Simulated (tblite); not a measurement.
A tight-binding relaxation on `C[NH][Al]([S]C)[N](C)C`.

Computed with GFN2-xTB geometry optimisation, gas phase (tblite 0.8.0). Start geometry: from a force field or distance geometry. The command runs a driver script over a list of jobs; the input below is this job's line of settings and its coordinates in Å.

Command:
```bash
OMP_NUM_THREADS=1 python probes_run.py task.json out
```

Input:
```
{"job": {"kind": "relax", "xc": "GFN2-xTB", "basis": "xTB"}, "charge": 0, "multiplicity": 1}
C      0.979000     2.663600     0.000100
N      1.392500     1.394200    -0.515200
Al     0.148300    -0.005800    -0.257800
S      0.835200    -2.125500    -0.644000
C      2.573900    -2.168600    -0.080700
N     -1.664000     0.247700     0.306100
C     -1.816100    -0.552900     1.505200
C     -2.554500    -0.148100    -0.743900
H      0.285100     3.138500    -0.734000
H      0.539700     2.626900     1.027600
H      1.849200     3.352200     0.057200
H      2.360700     1.123000    -0.252300
H      2.651000    -2.272300     1.023000
H      3.155200    -2.968800    -0.577100
H      3.035500    -1.197600    -0.389600
H     -2.780600    -0.395600     2.028900
H     -1.000100    -0.248200     2.201500
H     -1.646400    -1.638700     1.273400
H     -3.556500     0.317000    -0.672100
H     -2.088500     0.130100    -1.707000
H     -2.707600    -1.254200    -0.695000
```

Output:
```
step      E/eV     max force
  0    -689.97145    2.357
  1    -690.19076    1.072
  2    -690.28430    0.684
  3    -690.34035    0.713
  4    -690.40539    0.606
  5    -690.44480    0.435
  6    -690.48098    0.466
  7    -690.51759    0.483
  8    -690.54973    0.460
  9    -690.57251    0.312
... (212 lines left out)
222    -691.12546    0.042
223    -691.12576    0.036
224    -691.12597    0.029
225    -691.12607    0.025
226    -691.12613    0.013
227    -691.12616    0.012
228    -691.12618    0.013
229    -691.12620    0.011
230    -691.12623    0.010
231    -691.12625    0.009
```

«max force» is the largest atomic force in eV/Å.

**Question.** From which step on does the largest force stay under 0.1 eV/Å, and how much energy is left to gain from there?

**Answer.** From step 150 (0.096 eV/Å), 41.6 meV above the end.

Main results: energy lowered by 26.6 kcal/mol over 231 steps; largest atomic force 0.009 eV/Å at the end.

The run took 3.1 s wall on one thread of an Intel Xeon 6975P-C, no GPU, shared host.
Labels such as C1 count atoms from 1, the log's own numbers from 0.
